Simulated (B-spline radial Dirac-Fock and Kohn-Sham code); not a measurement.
**What relativity does to the binding energies of Mg⁶⁺**

System: magnesium as Mg⁶⁺ in the configuration 1s2 2s2 2p2.

Both columns are ΔSCF binding energies of the configuration average from a B-spline atomic structure program: non-relativistic Hartree-Fock with a point nucleus, and Dirac-Fock with a finite nucleus and the Coulomb interaction alone, averaged over the two j levels with weights 2j+1.

```
shell  Hartree-Fock (eV)  Dirac-Fock (eV)  shift (eV)  shift (%)
   1s             1520.5           1523.2       +2.69      +0.18
   2s              246.3            246.8       +0.54      +0.22
   2p              222.4            222.5       +0.08      +0.04
```

Relativity binds 1s, 2s, 2p more strongly, among those listed most of all 2s in relative terms.

Values without a named source are computed, but for edge energies of neutral atoms, which are taken from tables.
